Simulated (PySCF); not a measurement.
## Mayer bond orders and bond lengths

C4H6PSi (charge -1).
SMILES with atom numbers: `[SiH3:1][c:2]1[cH:3][cH:4][p-:5][cH:6]1` (hydrogens: H7, H8, H9 on Si1; H10 on C3; H11 on C4; H12 on C6)

Structure used (GFN2-xTB), in Å, numbered top down from 1:
```
atom  x, y, z in Å
Si1   -1.9050    0.1771    0.0197
C2    -0.0881   -0.1318    0.0171
C3     0.8985    0.8762   -0.0403
C4     2.1778    0.3837   -0.0554
P5     2.2311   -1.3665   -0.0033
C6     0.4977   -1.3965    0.0376
H7    -2.6696   -0.7852    0.8407
H8    -2.5603    0.1243   -1.3114
H9    -2.2517    1.5133    0.5489
H10    0.6616    1.9348   -0.0667
H11    3.0740    0.9903   -0.0920
H12   -0.0648   -2.3206    0.0791
```

Bond orders from the PBE0/pcSseg-1 density (PySCF). Geometry: GFN2-xTB; no solvent, vibrations or thermal averaging. GFN2-xTB frequencies show an imaginary mode (23i cm⁻¹), so this geometry is no minimum at that level. The pcSseg-1 basis has no diffuse functions, a weakness for an anion.

**Question.** How far do the computed orders between heavy atoms stray from the drawn ones?

**Answer.** The largest departure is 0.252, at C4–P5 (drawn aromatic, 1.248), counting aromatic bonds as 1.5. The bonds drawn aromatic range from 1.25 to 1.52.

**Question.** Give the Mayer order of every bond between heavy atoms, beside its length.

**Answer.** 
```csv
bond,drawn as,length (Å),Mayer order
Si1–C2,single,1.843,1.013
C2–C3,aromatic,1.412,1.295
C3–C4,aromatic,1.371,1.519
C4–P5,aromatic,1.752,1.248
P5–C6,aromatic,1.734,1.328
C6–C2,aromatic,1.394,1.408
```

Bonds between the same two heavy elements. C–C: lowest C2–C3 (1.295, 1.412 Å), highest C3–C4 (1.519, 1.371 Å). C–P: lowest C4–P5 (1.248, 1.752 Å), highest P5–C6 (1.328, 1.734 Å).

**Question.** And the bonds to hydrogen?

**Answer.** H–Si: 0.89 to 0.93 (3 bonds); C–H: 0.96 to 0.98 (3 bonds).

**Question.** Sum the orders of all bonds at each heavy atom with more than one neighbour and set the sums beside the valence in the SMILES.

**Answer.** Si1 3.751 (drawn 4), C2 3.716 (drawn 4), C3 3.794 (drawn 4), C4 3.728 (drawn 4), P5 2.576 (drawn 2), C6 3.700 (drawn 4). Orders between atoms that aren't bonded are not in these sums.

Mayer orders depend on the basis set.

These values come from a run that also computed NMR shieldings. Rough CPU time on one thread of a shared machine: about 40 s.
